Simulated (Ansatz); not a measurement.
Consider the isomerisation: `O[Si](F)O[SiH3]`• → `O[Si](O)(F)[SiH2]`•.

Calculated with Ansatz (gas phase, PBE0-D4/def2-TZVP geometries, no zero-point term in ΔE). CCSD(T)/CBS adds triple-zeta CCSD(T) − MP2 to the extrapolated MP2 energy (def2 sets, frozen cores). DFT in def2-TZVPP. No spin–orbit coupling; open shells (•) take unrestricted orbitals. One conformer a species, not always the lowest.

```json
{"species": "`O[Si](F)O[SiH3]`•", "PBE-D4 energy (Eh)": "-831.41748"}
{"species": "`O[Si](O)(F)[SiH2]`•", "PBE-D4 energy (Eh)": "-831.39768"}
```

Work out ΔE.

ΔE = (-831.39768) − (-831.41748) = 0.01980 Eh = +52.0 kJ/mol. CCSD(T)/CBS gives +71.4 kJ/mol.

Largest T1 diagnostic among the species: 0.014.

In def2-TZVPP, CCSD(T) changes the Hartree–Fock value by −29.3 kJ/mol (the triples alone add −2.8 kJ/mol) and MP2 by −18.9 kJ/mol. From PBE to PBE0 (25 % exact exchange), in def2-TZVPP and without D4, ΔE moves by +3.7 kJ/mol. The D4 term adds −3.2 kJ/mol with B3LYP and −1.6 kJ/mol with PBE0; it sums over pairs of atoms, weighted by their polarisabilities, and B3LYP, whose exchange is more repulsive, gets the larger term.

B3LYP here is the variant with VWN-RPA as its local correlation; programs differ in this.
